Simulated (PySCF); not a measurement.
A GIAO shielding run with PySCF 2.14.0 with density-fitted response routines (density fitting, non-relativistic, gas phase) on SMILES CC(C)=C(C=O)CC[SiH2]Cl, C7H13ClOSi:

```
$ OMP_NUM_THREADS=1 python probes_run.py task.json out

{"job": {"kind": "nmr", "xc": "PBE0", "basis": "pcSseg-1"}, "charge": 0, "multiplicity": 1}
C     -2.878963    -0.397186     0.673038
C     -1.470349     0.085659     0.589568
C     -1.321125     1.577023     0.583900
C     -0.404830    -0.746381     0.543416
C     -0.535235    -2.197612     0.517934
O     -1.548722    -2.852741     0.426678
C      1.013687    -0.238316     0.473721
C      1.482368    -0.146801    -0.986570
Si     3.152152     0.744086    -1.183704
Cl     2.901456     2.646358    -0.549459
H     -3.264843    -0.568331    -0.332859
H     -2.949705    -1.343623     1.201767
H     -3.507800     0.347251     1.157112
H     -2.228482     2.042953     0.206615
H     -0.482010     1.909974    -0.019703
H     -1.164883     1.932515     1.603491
H      0.444637    -2.715722     0.586490
H      1.092145     0.735772     0.954827
H      1.669669    -0.923000     1.015990
H      1.537686    -1.153141    -1.403543
H      0.719148     0.378211    -1.566469
H      3.558480     0.783332    -2.585762
H      4.180765     0.126703    -0.350525
```

Hardware: 1 thread of an Arm Neoverse V1, shared host. The job also computes population analyses, field gradients.

Q: How large is the calculation?

A: 94 electrons, 249 basis functions and 1334 auxiliary functions.

Q: How long does it take, and how much memory does it need?

A: 95 s of wall time, with 15 SCF cycles and 5 response iterations; peak memory 1.1 GiB. Times on a shared host scatter by some tens of per cent.
